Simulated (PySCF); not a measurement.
Compound: As4Se4 realgar, As4Se4.
Bonds: As1–Se2, As1–As5, As1–Se8, Se2–As3, As3–Se4, As3–As7, Se4–As5, As5–Se6, Se6–As7, As7–Se8.

A linear-response calculation (PySCF, def2-SVPD basis, gas phase, vertical, core orbitals frozen in the response) gave these numbers; the functional is withheld.

Orbital energies (eV): HOMO-3 -7.35, HOMO-2 -7.33, HOMO-1 -6.96, HOMO -6.37, LUMO -2.42, LUMO+1 -2.42, LUMO+2 -1.91.

```json
{"state": "S1", "E (eV)": "2.85", "f": "0.0020", "main configurations (H = HOMO, L = LUMO)": "H→L/L+1 (98%)"}
{"state": "S2", "E (eV)": "2.85", "f": "0.0020", "main configurations (H = HOMO, L = LUMO)": "H→L/L+1 (98%)"}
{"state": "S3", "E (eV)": "3.37", "f": "0.0000", "main configurations (H = HOMO, L = LUMO)": "H→L+2 (99%)"}
{"state": "S4", "E (eV)": "3.43", "f": "0.0023", "main configurations (H = HOMO, L = LUMO)": "H-1→L/L+1 (≥96%)"}
{"state": "S5", "E (eV)": "3.43", "f": "0.0025", "main configurations (H = HOMO, L = LUMO)": "H-1→L/L+1 (≥96%)"}
{"state": "S6", "E (eV)": "3.58", "f": "0.0000", "main configurations (H = HOMO, L = LUMO)": "H→L+3 (42%), H→L+4 (20%), H-2→L/L+1 (≥18%)"}
```

Triplets, Tamm–Dancoff:

```tsv
state	E (eV)	λ (nm)	main configurations (H = HOMO, L = LUMO)
T1	2.64	469.2	H→L/L+1 (≥93%)
T2	2.65	468.4	H→L/L+1 (≥93%)
T3	3.07	404.0	H-1→L/L+1 (≥96%)
T4	3.07	403.6	H-1→L/L+1 (≥96%)
```

Vertical ionisation energy by ΔSCF with the same functional: 7.86 eV. Mean static polarisability: 221.4 au.

Orbitals of the list HOMO-3 to LUMO+2 that lie within 0.01 eV of each other are written together with a slash and their weights summed (≥ marks a lower bound); for degenerate orbitals outside that list single weights are arbitrary.

Problem. Which of these was used?
A. PBE0
B. PBE
C. wB97X-D
D. HF

Solution. A. PBE0 is a global hybrid with 25% exact exchange. In this run −ε(HOMO) = 6.37 eV differs from the ΔSCF value by -1.49 eV, and S1 differs from the orbital gap of 3.95 eV by -1.10 eV. The ratio −ε(HOMO)/IP is 0.81. Usual ranges for neutral molecules in this basis: 0.7 to 0.83 with PBE0, 0.5 to 0.7 with PBE, 0.89 to 0.99 with wB97X-D; Hartree–Fock can't fall below 1, since the ion's relaxation only lowers the ΔSCF value. The other options: PBE, a GGA without exact exchange; HF, time-dependent Hartree–Fock, 100% exact exchange; wB97X-D, range-separated, 22% exact exchange at short range and 100% at long range (ω = 0.2 bohr⁻¹).

Level of theory: TDDFT PBE0/def2-SVPD, vertical, gas phase, core orbitals frozen in the response (PySCF 2.14.0, density-fitted response routines). The structure is a single PBE0-D3(BJ)/def2-SVP conformer in the gas phase; no vibrational or solvent corrections. Relativistic effects, spin–orbit coupling among them, are left out although an element past zinc is present.
